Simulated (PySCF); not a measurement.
Computed properties of SbH2Br, SMILES [Br][SbH2]

SbH2Br, SMILES [Br][SbH2]. Coordinates come from a PBE0-D3(BJ)/def2-TZVP optimisation. The def2 effective core potentials stand for the cores of Sb; spin–orbit coupling is left out. One conformer was computed; it need not be the lowest. All values are computed for the isolated molecule unless a solvent is named; none is compared with measurement here.

**Structure.** The optimised structure has Cs symmetry. All 6 harmonic modes at PBE0-D3(BJ)/def2-TZVP (PySCF) are real, so it is a minimum.

**Vibrations.** The strongest infrared lines (harmonic, unscaled, degenerate partners summed) lie at 1962 cm⁻¹ (147 km/mol, H 99 %), 1956 cm⁻¹ (136 km/mol, H 99 %), 613 cm⁻¹ (35 km/mol, H 98 %). The softest mode is at 252 cm⁻¹ and the zero-point energy is 8.9 kcal/mol.

**Electronic structure.** B3LYP/def2-TZVPD (PySCF) places the frontier levels at -7.36 and -2.18 eV, a gap of 5.18 eV, and gives a dipole moment of 2.33 D and a mean polarisability of 67.6 bohr³.

**Excitations.** TDDFT-PBE0/def2-SVPD (PySCF) has S1 at 4.30 eV (288 nm, f = 0.031, weak); the most intense of the 10 singlets computed lies at 7.55 eV (f = 0.21). T1 (TDA) is at 3.56 eV. No vertical singlet excitation falls in the visible range (under 3.1 eV).
